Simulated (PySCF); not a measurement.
# Electric field gradients and quadrupole coupling constants

C₆H₁₅O (charge +1).
Numbering: `[CH3:1][CH2:2][CH2:3][CH2:4][O+:5]([CH3:6])[CH3:7]` (hydrogens: H8, H9, H10 on C1; H11, H12 on C2; H13, H14 on C3; H15, H16 on C4; H17, H18, H19 on C6; H20, H21, H22 on C7)

Geometry (GFN2-xTB, Å), atoms numbered from 1 in this order:
```xyz
22
C6H15O angstrom
C      3.027    0.600    0.007
C      1.611    0.215    0.417
C      0.941   -0.639   -0.662
C     -0.475   -1.054   -0.288
O     -1.323    0.111    0.013
C     -2.539   -0.276    0.685
C     -1.611    0.902   -1.159
H      3.498    1.190    0.788
H      3.633   -0.286   -0.162
H      3.018    1.189   -0.907
H      1.646   -0.348    1.352
H      1.031    1.123    0.595
H      1.511   -1.560   -0.793
H      0.963   -0.118   -1.620
H     -0.946   -1.645   -1.080
H     -0.445   -1.640    0.633
H     -2.274   -0.792    1.607
H     -3.155   -0.925    0.060
H     -3.092    0.629    0.937
H     -2.161    0.325   -1.905
H     -0.670    1.252   -1.578
H     -2.199    1.766   -0.852
```

Field gradients from the PBE0/pcSseg-1 density (PySCF, non-relativistic), principal values in atomic units, ordered |Vxx| ≤ |Vyy| ≤ |Vzz|:

| atom | Vxx | Vyy | Vzz |
| --- | --- | --- | --- |
| O5 | 0.9461 | 1.0576 | -2.0038 |

Problem. Find the asymmetry η = (Vxx − Vyy)/Vzz and the couplings χ = eQV/h (234.96 MHz × Q in barn × V in au), with Q(17O) = −0.0256 b.

Solution. 
```csv
atom,environment,nucleus,η,χzz (MHz),χxx (MHz),χyy (MHz)
O5,oxonium oxygen,17O,0.06,12.05,-5.69,-6.36
```

Problem. What is Vzz at O5 in SI units (1 au = 9.71736 × 10²¹ V/m²)?

Solution. -2.0038 au = -19.471 × 10²¹ V/m².

Were the hydrogens deuterons (Q(2H) = 0.00286 b), χzz would run from 190 kHz (H15) to 211 kHz (H8, H9 and H10).

Geometry: GFN2-xTB, one conformer, isolated ion. GFN2-xTB bond lengths can be off by several hundredths of an ångström, more for odd bonds, and the gradients follow them. The basis is small and wasn't made for field gradients, so the couplings can be 20 % off.

The run behind these numbers computed NMR shieldings as well. Time: 25 s wall. Hardware: one thread of an x86-64 server (shared host).
